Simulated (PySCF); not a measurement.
## ¹⁹F chemical shifts

- GFN2-xTB structure
- GIAO PBE0/pcSseg-1 shieldings
- code: PySCF 2.14
- non-relativistic Hamiltonian, rapidly exchanging positions averaged, isolated molecule, a single conformation

Shieldings were converted by a linear fit to measured shifts: ¹⁹F: δ = 146.13 − 0.903σ +14.6 on sp3 carbon (rms 6.0 ppm, 223 shifts, 7.0 ppm with the 5 outliers that the fit left out vs CFCl3, solution or neat liquid). A few per cent of atoms miss by over 2 rms, more outside the fitted compound classes.

(1) Give the ¹⁹F shifts of `C#CC[C@H](F)[SiH2]N(C)C`, `CCO[SiH2]C(F)(F)F`, `C=C(F)C(C)C`, `C[C@@H]([SiH3])CC[C@H](F)C#N`, `CC(C)[SiH2]C[C@H](F)C#N`, `CC(C)C[SiH2][C@H](F)C#N`.

(2) Match the shifts -113.5, -157.3, -182.3, -196.8, -210.7, -222.9 ppm to `C=CC1=CC(C)=C[C@@H](F)C1`, `C[SiH](C)CC[C@H](F)C#N`, `C[C@@]1(F)C=CC=C1C1CC1`, `C#C/C(F)=C/[C@H](C)CC=C`, `C#CC[C@@H](CCF)N[SiH3]`, `C#CC[C@H](F)[SiH2]N(C)C`.

## Answers

(1) 
```
                    compound                   environment  δ (ppm)
     C#CC[C@H](F)[SiH2]N(C)C     fluorine on an sp3 carbon   -210.8
           CCO[SiH2]C(F)(F)F  fluorine of a CF3 group (×3)    -62.6
                 C=C(F)C(C)C              vinylic fluorine   -112.1
C[C@@H]([SiH3])CC[C@H](F)C#N     fluorine on an sp3 carbon   -185.4
     CC(C)[SiH2]C[C@H](F)C#N     fluorine on an sp3 carbon   -183.0
     CC(C)C[SiH2][C@H](F)C#N     fluorine on an sp3 carbon   -236.1
```

(2) -113.5: C#C/C(F)=C/[C@H](C)CC=C (vinylic fluorine); -157.3: C=CC1=CC(C)=C[C@@H](F)C1 (fluorine on an sp3 carbon); -182.3: C[SiH](C)CC[C@H](F)C#N (fluorine on an sp3 carbon); -196.8: C[C@@]1(F)C=CC=C1C1CC1 (fluorine on an sp3 carbon); -210.7: C#CC[C@H](F)[SiH2]N(C)C (fluorine on an sp3 carbon); -222.9: C#CC[C@@H](CCF)N[SiH3] (fluorine on an sp3 carbon).
